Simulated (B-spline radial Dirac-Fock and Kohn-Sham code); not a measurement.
Relativistic shifts of the levels of Tc²⁵⁺

System: the Tc²⁵⁺ ion, configuration [Ne] 3s2 3p6.

Both columns are ΔSCF binding energies of the configuration average from a radial finite-basis atomic code: non-relativistic Hartree-Fock with a point nucleus, and Dirac-Fock with a finite nucleus and the Coulomb interaction alone, averaged over the two j levels with weights 2j+1.

| shell | Hartree-Fock (eV) | Dirac-Fock (eV) | shift (eV) | shift (%) |
| --- | --- | --- | --- | --- |
| 1s | 21710.3 | 22258.3 | +548.03 | +2.52 |
| 2s | 4048.7 | 4184.1 | +135.38 | +3.34 |
| 2p | 3817.9 | 3856.9 | +39.02 | +1.02 |
| 3s | 1442.4 | 1477.8 | +35.43 | +2.46 |
| 3p | 1350.6 | 1363.4 | +12.75 | +0.94 |

Relativity binds 1s, 2s, 2p, 3s, 3p more strongly, among those listed most of all 2s in relative terms.

Values without a named source are computed, but for edge energies of neutral atoms, which are taken from tables.
